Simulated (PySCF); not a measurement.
# Two-component Hartree-Fock for Ni⁴⁺ (nickel, charge +4)

Start: [Ar] 3d6; 3d3/2 filled at m_j = -3/2, -1/2, +1/2, +3/2; 3d5/2 filled at m_j = +3/2, +5/2. Calculated with PySCF 2.14 in x2c-TZVPPall-2c: generalised Hartree-Fock with the X2C-1e Hamiltonian and a Gaussian nucleus; one run each with spin-orbit coupling (SO) switched off, then screened by Boettger's factors.

| spinor shell | electrons | ε, spin-free (eV) | ε, screened SO (eV) | weight of nominal j (screened SO) | rms radius, screened SO (bohr) |
| --- | --- | --- | --- | --- | --- |
| 1s1/2 | 2 | -8466.8 | -8466.7 | 1.000 | 0.0624 |
| 2s1/2 | 2 | -1116.2 | -1116.2 | 1.000 | 0.265 |
| 2p1/2 | 2 | -965.33 | -977.91 | 0.987 | 0.236 |
| 2p3/2 | 4 | -965.33 | -959.16 | 0.993 | 0.239 |
| 3s1/2 | 2 | -198.08 | -198.06 | 1.000 | 0.781 |
| 3p3/2 | 4 | -150.96 | -149.95 | 0.828 | 0.823 |
| 3p1/2 | 2 | -150.96 | -153.01 | 0.657 | 0.818 |
| 3d3/2 | 4 | -82.424 | -82.029 | 0.665 | 0.922 |
| 3d5/2 | 2 | -82.424 | -83.230 | 0.893 | 0.916 |

| quantity | spin-free | screened SO |
| --- | --- | --- |
| E (hartree) | -1515.06970 | -1515.10627 |
| M_J | 4 | 4 |
| ⟨J²⟩ | 20.004 | 20.005 |
| ⟨L²⟩ | 6.002 | 6.017 |
| ⟨S²⟩ | 6.002 | 5.994 |

Each row is a mean over spinors that exchange with the open shell spreads, by up to 18.831 eV (3p3/2).

Rows whose weight is well below 1 are mixtures of j = l ± 1/2: exchange outweighs spin-orbit coupling there, and the label is only the starting occupation.

Without spin-orbit coupling the j labels of p, d and f shells carry no meaning; the spin-free column gives the mean over the occupied spinors of each nl shell.
